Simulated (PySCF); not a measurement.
PySCF job for SnClI₃, SMILES [Cl][Sn]([I])([I])[I], C-PCM-ωB97X/def2-SVP. Geometry: B3LYP-D3(BJ)/def2-SVP. The def2 effective core potentials stand for the cores of I, Sn; spin–orbit coupling is left out.

```python
import numpy as np
from pyscf import gto, scf, dft
from pyscf.solvent import pcm

mol = gto.M(
    atom='''
    Cl   -0.00000001    0.00000001    2.77565489
    Sn   -0.00000000    0.00000000    0.41793922
    I     2.21958538    1.28147822   -0.42819556
    I    -2.21958538    1.28147821   -0.42819557
    I     0.00000000   -2.56295643   -0.42819556
    ''',
    basis='def2-SVP',
    ecp={'I': 'def2-svp', 'Sn': 'def2-svp'},
    charge=0,
    spin=0,
    max_memory=1600,
    verbose=3,
)
mf = dft.RKS(mol, xc='wb97x').density_fit(auxbasis='def2-universal-jkfit')
mf.grids.level = 3
mf.conv_tol = 1e-9
mf.max_cycle = 100
mf.kernel()
res = {}
for name, eps in {'water': 78.355, 'dimethylsulfoxide': 46.826, 'cyclohexanone': 15.619}.items():
    s = mf.PCM()
    s.with_solvent.method, s.with_solvent.eps, s.with_solvent.lebedev_order = 'C-PCM', eps, 29
    s.kernel(mf.make_rdm1())
    res[name] = (s.e_tot, eps, s.dip_moment(), s.mo_energy, s.converged)
    print(f'{name}: electrostatic solvation free energy {(s.e_tot - mf.e_tot) * 627.509474:.3f} kcal/mol')
```

Log of the run:

```
converged SCF energy = -1567.813462863

WARN: PCM is an experimental feature. It is still in testing.
Features and APIs may be changed in the future.

converged SCF energy = -1567.81773395388
Dipole moment(X, Y, Z, Debye):  0.00000, -0.00046, -1.63236
water: electrostatic solvation free energy -2.680 kcal/mol

WARN: PCM is an experimental feature. It is still in testing.
Features and APIs may be changed in the future.

converged SCF energy = -1567.81769406574
Dipole moment(X, Y, Z, Debye):  0.00000, -0.00045, -1.62708
dimethylsulfoxide: electrostatic solvation free energy -2.655 kcal/mol

WARN: PCM is an experimental feature. It is still in testing.
Features and APIs may be changed in the future.

converged SCF energy = -1567.81749684773
Dipole moment(X, Y, Z, Debye):  0.00000, -0.00043, -1.60136
cyclohexanone: electrostatic solvation free energy -2.531 kcal/mol
```

The calculation finished and met its thresholds.
